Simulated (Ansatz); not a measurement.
Cd13Te12Cl2⁺. The state is a doublet with charge 1. Geometry PBE-D4/def2-SVP, that of the neutral singlet; atoms count from 1.

```xyz
27

Te    0.511   -5.257   -3.251
Te   -3.418   -4.324   -0.107
Te    2.419   -0.930   -5.626
Te   -0.076    3.365   -4.364
Te   -1.451   -0.655   -2.324
Te    0.843   -2.766    1.004
Te    2.559    1.194   -1.176
Te   -0.244    1.440    2.410
Te   -2.240   -2.297    4.481
Te    2.733   -1.448    5.367
Te    1.088    5.399    0.224
Te    4.590    2.902    2.995
Cd    1.367   -2.898   -4.161
Cd   -3.353   -1.599   -0.569
Cd   -0.754   -4.104   -1.180
Cd   -1.804   -3.389    1.959
Cd   -1.763    2.068   -2.600
Cd    1.446    0.953   -3.974
Cd    1.247    3.646   -1.931
Cd   -2.490   -0.105    2.816
Cd   -0.902    3.565    0.784
Cd    0.307   -0.143   -0.015
Cd    3.427    0.685    3.919
Cd    0.542   -1.869    3.871
Cd    2.728    3.190    1.079
Cl   -4.362    0.054    1.091
Cl   -2.948    3.321   -0.720
```

In the def2 sets Cd, Te take a core potential; there is no spin–orbit coupling. Single mean-field runs in def2-TZVP are fitted with def2-universal-jkfit.

Estimate the Mulliken populations from the PBE0/def2-TZVP orbitals of Ansatz.


| atom | charge (e) | spin (α − β) | d electrons |
| --- | --- | --- | --- |
| Te1 | -0.33 | 0.27 | – |
| Te2 | -0.39 | 0.01 | – |
| Te3 | -0.33 | 0.27 | – |
| Te4 | -0.39 | 0.01 | – |
| Te5 | -0.63 | 0.00 | – |
| Te6 | -0.52 | 0.03 | – |
| Te7 | -0.52 | 0.03 | – |
| Te8 | -0.63 | 0.00 | – |
| Te9 | -0.39 | 0.01 | – |
| Te10 | -0.33 | 0.27 | – |
| Te11 | -0.39 | 0.01 | – |
| Te12 | -0.33 | 0.27 | – |
| Cd13 | 0.51 | -0.04 | 9.99 |
| Cd14 | 0.67 | 0.00 | 10.02 |
| Cd15 | 0.54 | -0.02 | 10.02 |
| Cd16 | 0.44 | 0.00 | 10.01 |
| Cd17 | 0.67 | 0.00 | 10.02 |
| Cd18 | 0.54 | -0.02 | 10.02 |
| Cd19 | 0.44 | 0.00 | 10.01 |
| Cd20 | 0.67 | 0.00 | 10.02 |
| Cd21 | 0.67 | 0.00 | 10.02 |
| Cd22 | 0.26 | 0.00 | 10.02 |
| Cd23 | 0.51 | -0.04 | 9.99 |
| Cd24 | 0.54 | -0.02 | 10.02 |
| Cd25 | 0.54 | -0.02 | 10.02 |
| Cl26 | -0.42 | 0.00 | – |
| Cl27 | -0.42 | 0.00 | – |
Mulliken values and Mayer orders depend strongly on the basis.

Where does the spin sit?

Summed by element: Te 1.15, Cd -0.15, Cl 0.00, of 1 unpaired in all. Largest on single atoms: Te12 0.27, Te10 0.27, Te3 0.27.

And the Mayer bond orders between bonded heavy atoms (over 0.3)?

Te1–Cd13 0.92 (2.67 Å); Te1–Cd15 0.89 (2.69 Å); Te2–Cd14 0.77 (2.76 Å); Te2–Cd15 0.61 (2.88 Å); Te2–Cd16 0.70 (2.78 Å); Te3–Cd13 0.92 (2.67 Å); Te3–Cd18 0.89 (2.69 Å); Te4–Cd17 0.77 (2.76 Å); Te4–Cd18 0.61 (2.88 Å); Te4–Cd19 0.70 (2.78 Å); Te5–Cd14 0.65 (2.76 Å); Te5–Cd17 0.65 (2.75 Å); Te5–Cd22 0.56 (2.95 Å); Te6–Cd15 0.37 (3.02 Å); Te6–Cd16 0.58 (2.88 Å); Te6–Cd22 0.65 (2.86 Å); Te6–Cd24 0.37 (3.02 Å); Te7–Cd18 0.37 (3.02 Å); Te7–Cd19 0.58 (2.88 Å); Te7–Cd22 0.65 (2.86 Å); Te7–Cd25 0.37 (3.02 Å); Te8–Cd20 0.65 (2.75 Å); Te8–Cd21 0.65 (2.76 Å); Te8–Cd22 0.56 (2.95 Å); Te9–Cd16 0.70 (2.78 Å); Te9–Cd20 0.77 (2.76 Å); Te9–Cd24 0.61 (2.88 Å); Te10–Cd23 0.92 (2.67 Å); Te10–Cd24 0.89 (2.69 Å); Te11–Cd19 0.70 (2.78 Å); Te11–Cd21 0.77 (2.76 Å); Te11–Cd25 0.61 (2.88 Å); Te12–Cd23 0.92 (2.67 Å); Te12–Cd25 0.89 (2.69 Å); Cd14–Cl26 0.45 (2.55 Å); Cd17–Cl27 0.45 (2.55 Å); Cd20–Cl26 0.45 (2.55 Å); Cd21–Cl27 0.45 (2.55 Å).
